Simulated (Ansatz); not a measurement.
```yaml
crystal:
  periodic: [false, false, false]
  atoms:
    - {symbol: K, position_ang: [0.018939, 1.279544, 2.062165]}
    - {symbol: K, position_ang: [2.342871, -1.670799, 1.175950]}
    - {symbol: K, position_ang: [-2.597149, 1.853386, -1.673060]}
    - {symbol: K, position_ang: [1.236445, 0.321300, -1.993752]}
    - {symbol: K, position_ang: [-1.455313, -1.837925, 0.663782]}
    - {symbol: H, position_ang: [-2.070084, 0.755960, 0.440840]}
    - {symbol: H, position_ang: [0.690604, -2.097483, -0.827008]}
    - {symbol: H, position_ang: [0.186099, -1.276686, 2.671637]}
    - {symbol: H, position_ang: [2.089802, 0.872484, 0.475307]}
    - {symbol: H, position_ang: [-0.587792, 1.645985, -3.081052]}
basis:
  gaussian: {orbitals: def2-TZVP, fitting: {mean_field: def2-universal-jkfit}, point_charges: [{charge: 0.50, position_ang: [5.042, 0.974, -0.583]}]}
hamiltonian: {xc: {name: rPW86-PBE}}
```

```sh
$ ansatz run in.yaml --threads 4 --pin off --events-out ev --progress --plain --max-ram 3916MiB
```

Output, abridged:

```
Functional definition: rPW86-PBE
  name "rPW86-PBE"
  cite "Murray, Lee & Langreth, J. Chem. Theory Comput. 5, 2754 (2009) doi:10.1021/ct900365q"
  cite "Perdew, Burke & Ernzerhof, Phys. Rev. Lett. 77, 3865 (1996) doi:10.1103/PhysRevLett.77.3865"
  parent pbe
  exchange = rpw86_x
  correlation = pbe_c
890 factors; integrals over basis functions are off by at most 8.4e-1 eV
mean field evaluation 1: about -81756.7510 eV, gradient 4.0e1 eV
mean field evaluation 2: about -81731.7941 eV, gradient 6.6e1 eV
mean field evaluation 4: about -81764.3099 eV, gradient 5.1e0 eV
mean field evaluation 8: about -81764.4492 eV, gradient 1.3e-1 eV
mean field -81764.44932339 eV, -3004.7880907003 hartree, gradient 6.6e-5 eV, S^2 0.000000; 0 other end points of the search recorded, 0 dependent functions left out
reference -81764.44949486 eV, -3004.7880970019 hartree; 50, 50 occupied and 145, 145 virtual orbitals, 890 factors
Total energy: -81764.44949486 eV, -3004.7880970019 hartree
```

It took 13 s on 4 threads of Arm Neoverse V1 on a shared host.
